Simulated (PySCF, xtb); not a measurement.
Se(OH)(NH2) (H₃NOSe), SMILES N[Se]O.

GFN2-xTB run with xtb at its own geometry gives an orbital gap of 3.85 eV and a dipole moment of 2.24 D.

Coordinates come from a TPSSh-D3(BJ)/def2-TZVP optimisation. The values are those of a single conformer.

### Question
What does HF/def2-TZVPD in PySCF give? (The exact figures need the calculation; the answer reports its results.)

### Answer
gap 10.74 eV (levels -9.41 and 1.33 eV), dipole 2.04 D.
